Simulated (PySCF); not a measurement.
## Gas-phase thermal properties of HfI4

Computed with PySCF and rigid-rotor harmonic-oscillator thermochemistry at 1 bar. All species are closed-shell singlets. Hf, I: scalar-relativistic def2 core potential, no spin-orbit coupling. The harmonic model lacks anharmonicity and excited electronic states, which grow with temperature; levels with a mode under 35 cm⁻¹ are left out. Soft modes under 120 cm⁻¹ make the harmonic entropy rough for HfI4.

```csv
level,point group,σ,ZPE (kJ/mol),S°298 (J/mol/K),Cp298 (J/mol/K),S°1000 (J/mol/K),H1000 − H298 (kJ/mol)
PBE/def2-SVP,Td,12,6.2,455.0,105.5,584.6,75.3
PBE0/def2-TZVP,Td,12,6.3,453.0,105.3,582.5,75.3
```
σ: rotational symmetry number. Electronic degeneracy used: 1. Frequencies are unscaled.
